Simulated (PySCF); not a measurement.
Excitations are Tamm–Dancoff values on a coarser integration grid. The basis has no diffuse functions, so Rydberg states are missing or too high.

Z-matrix (Å, degrees):
```
In
S 1 2.3962
H 2 1.3447 1 93.23
S 1 2.3998 2 118.26 3 179.44
H 4 1.3443 1 93.53 2 179.69
S 1 2.4029 2 119.42 3 -0.83
H 6 1.3443 1 93.83 2 -179.94
```
Charge 0, multiplicity 1.

Question: Give the LUMO, S1 excitation (TDA), T1 excitation (TDA), S1–T1 gap (TDA), HOMO–LUMO gap, dipole moment, brightest of the four lowest singlets (TDA) and HOMO at the level PySCF 2.14.0 with ωB97X-D3(BJ)/def2-TZVP // B3LYP-D3(BJ)/def2-TZVP.

Answer: 
- LUMO = 0.05 eV
- S1 excitation (TDA) = 5.01 eV
- T1 excitation (TDA) = 4.68 eV
- S1–T1 gap (TDA) = 0.34 eV
- HOMO–LUMO gap = 10.06 eV
- dipole moment = 1.48 D
- brightest of the four lowest singlets (TDA) = 5.70 eV
- HOMO = -10.01 eV
